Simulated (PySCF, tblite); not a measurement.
Isomers of C2H5F3SSi. Calculated harmonic vibrations of the isolated species, GFN2-xTB (tblite), most abundant isotopes, no scaling. The method is semi-empirical: single wavenumbers can be off by several per cent or more. Modes of hydrogen on silicon and sulfur can be 10 to 20 % off. One conformer each.

Electronic energies: PBE0/pcSseg-1 single points on the GFN2-xTB geometries (PySCF, gas phase).

| SMILES | electronic energy, lowest = 0 (kcal/mol) |
| --- | --- |
| CCS[Si](F)(F)F | 0.0 |
| FC(F)(F)C[SiH2]S | 107.4 |
| CC(F)(F)[Si@@H](F)S | 81.7 |
| CS[Si@H](F)C(F)F | 92.2 |

**Question.** How do GFN2-xTB zero-point energies change the relative energies?

**Answer.** 
| SMILES | ZPE (kcal/mol) | of it from modes above 1550 cm⁻¹ | electronic (kcal/mol) | with ZPE, lowest = 0 (kcal/mol) | lowest mode (cm⁻¹) | rings |
| --- | --- | --- | --- | --- | --- | --- |
| CCS[Si](F)(F)F | 47.4 | 21.6 | 0.0 | 0.0 | 24 | 0 |
| CC(F)(F)[Si@@H](F)S | 42.9 | 20.0 | 81.7 | 77.3 | 29 | 0 |
| CS[Si@H](F)C(F)F | 44.5 | 20.7 | 92.2 | 89.3 | 22 | 0 |
| FC(F)(F)C[SiH2]S | 41.5 | 18.8 | 107.4 | 101.5 | 30 | 0 |

The zero-point energies span 5.9 kcal/mol, from `FC(F)(F)C[SiH2]S` to `CCS[Si](F)(F)F`. The order is unchanged.

**Question.** And how do the electronic energies of GFN2-xTB itself compare?

**Answer.** `CCS[Si](F)(F)F` 0.0; `CC(F)(F)[Si@@H](F)S` 70.0; `CS[Si@H](F)C(F)F` 80.0; `FC(F)(F)C[SiH2]S` 96.0 kcal/mol, lowest = 0. Against the energies above, taken from the same isomer `CCS[Si](F)(F)F`, the largest difference is 12.2 kcal/mol.
